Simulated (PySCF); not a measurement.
## Frontier levels across methods

Species: CH5ClSSi.
Cartesian coordinates in Å at the PBE0-D3(BJ)/def2-SVP level; atoms count from 1:
```xyz
9
CH5ClSSi angstrom
C     -0.7185    1.2215   -1.2509
S      0.6906    2.0385   -2.0733
Si     2.2487    1.1575   -0.9176
Cl     4.0316    1.8926   -1.6444
H     -0.6773    0.1287   -1.3662
H     -0.7746    1.4847   -0.1847
H     -1.6243    1.5912   -1.7493
H      2.2483   -0.3279   -1.0499
H      2.1288    1.5206    0.5239
```

Basis pcSseg-2 throughout (PySCF), one geometry. Isolated species at its PBE0-D3(BJ)/def2-SVP geometry (one conformer only).

Task: How do the orbital energies, the gap and the dipole change with the method?

Result: 
```json
{"method": "BLYP", "kind": "GGA", "HOMO (eV)": "-5.88", "LUMO (eV)": "-1.28", "gap (eV)": "4.60", "μ (D)": "2.67", "SCF cycles": "13"}
{"method": "B97-D", "kind": "GGA", "HOMO (eV)": "-6.01", "LUMO (eV)": "-1.27", "gap (eV)": "4.75", "μ (D)": "2.74", "SCF cycles": "14"}
{"method": "PBE", "kind": "GGA", "HOMO (eV)": "-6.04", "LUMO (eV)": "-1.42", "gap (eV)": "4.61", "μ (D)": "2.72", "SCF cycles": "13"}
{"method": "OPBE", "kind": "GGA", "HOMO (eV)": "-6.06", "LUMO (eV)": "-1.27", "gap (eV)": "4.78", "μ (D)": "2.75", "SCF cycles": "14"}
{"method": "KT2", "kind": "GGA", "HOMO (eV)": "-6.11", "LUMO (eV)": "-1.54", "gap (eV)": "4.57", "μ (D)": "2.75", "SCF cycles": "14"}
{"method": "LDA", "kind": "LDA", "HOMO (eV)": "-6.12", "LUMO (eV)": "-1.65", "gap (eV)": "4.47", "μ (D)": "2.81", "SCF cycles": "12"}
{"method": "BP86", "kind": "GGA", "HOMO (eV)": "-6.13", "LUMO (eV)": "-1.45", "gap (eV)": "4.68", "μ (D)": "2.74", "SCF cycles": "12"}
{"method": "KT3", "kind": "GGA", "HOMO (eV)": "-6.14", "LUMO (eV)": "-1.46", "gap (eV)": "4.67", "μ (D)": "2.70", "SCF cycles": "14"}
{"method": "B3LYP", "kind": "global hybrid", "HOMO (eV)": "-7.01", "LUMO (eV)": "-0.77", "gap (eV)": "6.24", "μ (D)": "2.79", "SCF cycles": "12"}
{"method": "B97-2", "kind": "global hybrid", "HOMO (eV)": "-7.01", "LUMO (eV)": "-0.55", "gap (eV)": "6.47", "μ (D)": "2.84", "SCF cycles": "12"}
{"method": "PBE0", "kind": "global hybrid", "HOMO (eV)": "-7.25", "LUMO (eV)": "-0.56", "gap (eV)": "6.69", "μ (D)": "2.85", "SCF cycles": "12"}
{"method": "mPW1PW91", "kind": "global hybrid", "HOMO (eV)": "-7.28", "LUMO (eV)": "-0.55", "gap (eV)": "6.72", "μ (D)": "2.84", "SCF cycles": "12"}
{"method": "BHandHLYP", "kind": "global hybrid", "HOMO (eV)": "-8.33", "LUMO (eV)": "0.28", "gap (eV)": "8.61", "μ (D)": "2.92", "SCF cycles": "11"}
{"method": "CAM-B3LYP", "kind": "range-separated hybrid", "HOMO (eV)": "-8.57", "LUMO (eV)": "0.40", "gap (eV)": "8.97", "μ (D)": "2.87", "SCF cycles": "12"}
{"method": "wB97X-D", "kind": "range-separated hybrid", "HOMO (eV)": "-9.10", "LUMO (eV)": "1.20", "gap (eV)": "10.30", "μ (D)": "2.88", "SCF cycles": "13"}
{"method": "LC-wPBE", "kind": "range-separated hybrid", "HOMO (eV)": "-9.97", "LUMO (eV)": "1.56", "gap (eV)": "11.52", "μ (D)": "2.95", "SCF cycles": "12"}
{"method": "HF", "kind": "Hartree–Fock", "HOMO (eV)": "-10.06", "LUMO (eV)": "2.25", "gap (eV)": "12.31", "μ (D)": "3.07", "SCF cycles": "10"}
```

The HOMO spans 4.17 eV, from BLYP down to HF, and the gap runs from 4.47 eV (LDA) to 12.31 eV (HF). Over the methods BLYP (0 %), B97-D (0 %), PBE (0 %), OPBE (0 %), KT2 (0 %), LDA (0 %), BP86 (0 %), KT3 (0 %), B3LYP (20 %), B97-2 (21 %), PBE0 (25 %), mPW1PW91 (25 %), BHandHLYP (50 %), HF (100 %), a straight line through the gap against the share of exact exchange rises by 0.77 eV for each 10 % (correlation coefficient 0.999). The dipole ranges from 2.67 D (BLYP) to 3.07 D (HF). This basis has no diffuse functions.
